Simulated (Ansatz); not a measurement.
Results of the Gaussian-basis code of Ansatz.

A structure relaxed at PBE0-D4/def2-TZVP, charge 0, multiplicity 1:

```xyz
10

C     0.742    1.161   -0.790
B    -0.321    0.623    0.203
Si   -0.418   -1.341    0.639
Cl   -2.149   -1.880    1.632
H     1.582    0.502   -1.017
H     0.176    1.283   -1.731
H     1.105    2.163   -0.546
H    -1.110    1.385    0.684
H     0.730   -1.712    1.514
H    -0.337   -2.183   -0.587
```

(1) Give its formula and SMILES.

(2) Summarise the bond lengths by kind.

Results:

(1) CH6BClSi, `CB[SiH2]Cl`.

(2) 1 × B–C 1.551 Å; 3 × C–H 1.092 to 1.105 Å; 1 × B–Si 2.014 Å; 1 × B–H 1.198 Å; 1 × Cl–Si 2.067 Å; 2 × H–Si 1.489 to 1.491 Å.
